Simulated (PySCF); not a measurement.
# Removal energies of Xe from EOM-IP-GCCSD

Reference: closed-shell Xe, [Xe]; one electron is removed. Calculated with PySCF 2.14, two-component X2C-1e with screened spin-orbit coupling, x2c-TZVPPall-2c with one added diffuse shell each of s, p, d, f type (9s10p6d3f, 90 functions); frozen [Ar] 3d10; the 6 highest virtual spinors dropped; of the others 106 kept and the rest restored at second order. No Breit or QED terms. Binding energies in eV.

| level | Koopmans | second order | EOM-CCSD | NIST |
| --- | --- | --- | --- | --- |
| 4d3/2 | 73.874 | 67.928 | 69.437 | n/a |
| 5p1/2 | 13.450 | 13.147 | 13.222 | 13.436 |

In EOM-CCSD the overlap with the one-orbital guess is low for 4d3/2 (weight 0.87). That can mean mixing with two-hole, one-particle states, where second order and EOM-CCSD lose accuracy, or only a rotation among the degenerate components of the shell; the terms of those configurations are not listed.

Only part of the computed levels is shown.

Where second order misses EOM-CCSD by more than 1 eV, it overshoots the relaxation and correlation of that hole or particle, which higher orders damp.
